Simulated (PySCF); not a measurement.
**Where the electron goes**

C7H9N.
Structure used (GFN2-xTB), in Å, numbered top down from 1:
```
atom  x, y, z in Å
C1    -1.8432    1.0539   -0.0839
C2    -0.8171   -0.0304    0.0689
C3    -1.2513   -1.4151   -0.3098
C4     0.3882    0.2248    0.5190
C5     1.4008    1.1682    0.9787
C6     1.7209   -0.3242    0.8588
C7     2.5662   -0.7562   -0.1962
N8     3.2384   -1.1032   -1.0561
H9    -2.1861    1.0980   -1.1167
H10   -2.7065    0.8431    0.5463
H11   -1.4325    2.0210    0.1930
H12   -1.5870   -1.4295   -1.3459
H13   -0.4356   -2.1246   -0.1985
H14   -2.0854   -1.7314    0.3161
H15    1.8546    1.8377    0.2592
H16    1.3330    1.5786    1.9775
H17    1.8356   -0.8987    1.7729
```

Method used: PySCF, TDDFT CAM-B3LYP/def2-SVPD, vertical, gas phase, core orbitals frozen in the response.

Frontier orbitals with the atoms that hold most of them (Löwdin shares over 4%, at most four atoms; ? is withheld):

```tsv
orbital	ε (eV)	atoms
HOMO-3	-11.42	N8 36%, C7 25%, C6 7%, C2 6%
HOMO-2	-10.36	N8 26%, C5 22%, C7 18%, C6 10%
HOMO-1	-9.83	?
HOMO	?	C4 35%, C2 30%, C1 6%, C3 6%
LUMO	0.89	?
LUMO+1	1.08	C1 15%, C2 12%, C4 10%, C5 10%
LUMO+2	1.55	C5 15%, C3 14%, N8 10%, H16 9%
```

Question: Which atoms hold the HOMO-1, and with what shares?

Answer: N8 (bonded to C) 24%; C6 (bonded to 3 C and H) 19%; C4 (bonded to 3 C) 16%; C7 (bonded to C and N) 15%. By element: carbon 50% or more, nitrogen 24%.

Question: Give the leading atoms of the LUMO.

Answer: C2 (bonded to 3 C) 17%; C4 (bonded to 3 C) 15%; H17 (bonded to C) 11%; C6 (bonded to 3 C and H) 11%. By element: carbon 43% or more, hydrogen 11% or more.

Question: What is the HOMO energy, and the HOMO–LUMO gap?

Answer: ε(HOMO) = -8.78 eV; the gap is 9.67 eV (0.3554 hartree).

Question: The HOMO–LUMO gap is 9.67 eV. Where does the response calculation put the lowest singlet, and from which orbitals?

Answer: S1 is at 6.84 eV (f = 0.118), 2.83 eV below the gap, made of HOMO→LUMO (66%), HOMO→LUMO+1 (18%). 

Next come S2 at 6.97 eV (f 0.113), HOMO→LUMO+1 (50%), HOMO-1→LUMO (34%); S3 at 7.11 eV (f 0.347), HOMO-1→LUMO (33%), HOMO→LUMO (27%), HOMO→LUMO+1 (23%); S4 at 7.32 eV (f 0.0095), HOMO→LUMO+2 (32%), HOMO-1→LUMO+1 (11%), HOMO-1→LUMO+5 (10%); S5 at 7.43 eV (f 0.022), HOMO→LUMO+2 (32%), HOMO-2→LUMO (15%).
